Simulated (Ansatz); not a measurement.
Compare A (`C[SiH]1B[SiH2]1`) with its isomer B (`[SiH3]C1B[SiH2]1`).

Computed with Ansatz on PBE0-D4/def2-TZVP structures; ΔE is electronic, products minus reactants. CCSD(T)/CBS adds triple-zeta CCSD(T) − MP2 to the extrapolated MP2 energy (def2 sets, frozen cores). DFT in def2-TZVPP. B3LYP here is the variant with VWN-RPA as its local correlation; programs differ in this.

(1) Which isomer does CCSD(T)/CBS put lower? Give the gap. (An estimate is asked.)

(2) Give E(B) − E(A) in kJ/mol with r2SCAN-D4, CCSD/def2-TZVPP, PBE-D4, CCSD(T)/def2-TZVPP, B3LYP, B2PLYP, HF/def2-TZVPP. (Best estimate.)

(3) Does the order hold for the free energy at 298.15 K (harmonic terms from PBE0-D4)? (An estimate is asked.)

Largest T1 diagnostic: 0.014.

## Answers

(1) Computed: A, by 2.1 kJ/mol.

(2) Computed: r2SCAN-D4 10.7, CCSD/def2-TZVPP -2.7, PBE-D4 25.1, CCSD(T)/def2-TZVPP 5.0, B3LYP 8.1, B2PLYP 4.9, HF/def2-TZVPP -33.4. The order is the other way round with CCSD/def2-TZVPP, HF/def2-TZVPP.

(3) Ansatz gave: No: G(B) − G(A) = -8.2 kJ/mol.

In def2-TZVPP, CCSD(T) changes the Hartree–Fock value by +38.4 kJ/mol (the triples alone add +7.7 kJ/mol) and MP2 by +35.5 kJ/mol. From PBE to PBE0 (25 % exact exchange), in def2-TZVPP and without D4, E(B) − E(A) moves by −12.9 kJ/mol.
